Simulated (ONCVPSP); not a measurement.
# What one change does to a pseudopotential (chromium (Cr), ONCV)

chromium, optimised norm-conserving Vanderbilt (ONCV), made with ONCVPSP 4.0.1 (PBE, scalar-relativistic). Core [Ne], reference 3s2 3p6 3d5 4s1. Waves: 3s+4s: rc 1.55 bohr, ncon 4, nbas 8, qcut 6 1/bohr, 2 projectors; 3p: rc 1.55 bohr, ncon 4, nbas 9, qcut 7.7 1/bohr, 3 projectors, debl 3.2 Ha; 3d: rc 1.55 bohr, ncon 3, nbas 7, qcut 10.9 1/bohr, 2 projectors, debl 0.4 Ha. Local part: polynomial inside 1.55 bohr (lpopt 5, dvloc0 2 Ha). Core correction: Teter function, fcfact 6, rcfact 1.45.

Change: d: nproj 1.

Cutoffs: the cutoffs (Ha) at which the residual kinetic energy of the hardest occupied pseudo-wave falls to 1 and 0.1 mHa per electron; they do not see the model core or the augmentation charge, which bear on the density cutoff. Errors are all-electron minus pseudo energies relative to the spin-unpolarised reference configuration.

Predict the effect on cutoff, ghosts and configuration errors.

The potential gets neither clearly harder nor softer (41 Ha and 47 Ha → 41 Ha and 47 Ha); of the 3 tests that both files solve, the error grows in 1 and shrinks in 0 by more than 15 % and 0.3 meV (median size 1.2 → 1.5 meV); the range in which the d phases agree narrows (upper end at the end of the scan → 1.2); neither file shows a bound ghost.

| quantity | base | changed |
| --- | --- | --- |
| cutoff, loose | 41 Ha | 41 Ha |
| cutoff, tight | 47 Ha | 47 Ha |
| bound ghosts | none | none |
| GHOST(+) flags under 300 eV | none | none |
| tests with a reliable result | 3 of 4 | 3 of 4 |
| error for 3s2 3p6 3d5 4s0, meV [ΔE 6.90 eV] | +1.6 | +1.5 |
| error for 3s2 3p6 3d4 4s0, meV [ΔE 22.95 eV] | +1.2 | -15 |
| error for 3s2 3p6 3d5 4s0.5, meV [ΔE 2.71 eV] | +0.6 | +0.6 |
| s: phases at 1.58 bohr within 0.05 rad from the reference energy up to (Ha; the scan ends near 5) | to the end of the scan | to the end of the scan |
| p: phases at 1.58 bohr within 0.05 rad from the reference energy up to (Ha; the scan ends near 5) | to the end of the scan | to the end of the scan |
| d: phases at 1.58 bohr within 0.05 rad from the reference energy up to (Ha; the scan ends near 5) | to the end of the scan | 1.2 |
| rms error of d²Exc/dni dnj with the model core, mHa | 2.18 | 2.18 |
